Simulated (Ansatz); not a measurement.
C2H7Si, SMILES C[SiH]C, multiplicity 2.

Geometry optimised at PBE0-D3(BJ)/def2-SVP. The isomer is the one that the SMILES or the coordinates give; other isomers of the formula were not compared.

Two levels are set side by side: PBE/def2-SVPD (Ansatz, an electronic-structure program) and PBE0/def2-SVPD (Ansatz). Energy differences of separate SCF runs at the same geometry; the states with an electron removed or added have multiplicity 1 and 1. Differences are taken from unrounded values.

```json
[
 {"quantity": "vertical ionisation energy (eV)", "PBE0": "7.73", "PBE": "7.61", "PBE minus PBE0": "-0.12"}
]
```

Here PBE gives about what the other level gives.
